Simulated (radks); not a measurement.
Question: The scandium ion Sc4+, 17 electrons, occupied as [Ne] 3p5 4s2 (not the ground configuration). All-electron calculation, Dirac Kohn-Sham, LDA (Slater exchange, Perdew-Wang correlation), spin-unpolarised, spherical densities, point nucleus; open shells fill j = l - 1/2 first. Program: a radial shooting solver on a logarithmic mesh with Libxc functionals. Some entries of the table are withheld. Estimate them.

orbital  occ.  eigenvalue (Ry)  <r^2> (bohr^2)
1s1/2       2        -328.4429        0.007203
2s1/2       2        -40.72612          0.1396
2p1/2       2        -34.73875             (1)
2p3/2       4        -34.39631             (2)
3p1/2       2              (3)           1.234
3p3/2       3              (4)           1.247
4s1/2       2         -3.11256           5.957

Answer: 
(1) 2p1/2 <r^2> (bohr^2): 0.1151
(2) 2p3/2 <r^2> (bohr^2): 0.1169
(3) 3p1/2 eigenvalue (Ry): -7.35179
(4) 3p3/2 eigenvalue (Ry): -7.30236
